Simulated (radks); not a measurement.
Successive ionisation energies (eV) of one element, from differences of total energies of ions in their ground configurations, starting at charge 44: 2241.7, 2305.6, 2369.7, 2692.2, 2755.6, 2818.4, 2897.4, 2962.1, 3026.2, 3345.4, 3417.6, 5647.1, 5795.0, 5943.8, 6093.4, 6243.7, 6436.2, 6592.2, 6749.0, 6906.7, 7064.9, 7757.9. Method: scalar-relativistic Kohn-Sham, LDA (Slater exchange, VWN5 correlation), spin-polarised, spherical densities, finite nucleus; open shells are filled with parallel spins first (spin-orbit coupling, left out, can overturn this in heavy ions); Fermi nuclear charge, rms radius 5.5211 fm; computed with a radial shooting solver on a logarithmic mesh with Libxc functionals. Which element is it?

Answer. Bismuth (Z = 83). The first species listed is Bi44+ in [Kr] 4d3, the last Bi65+ in [Ar].
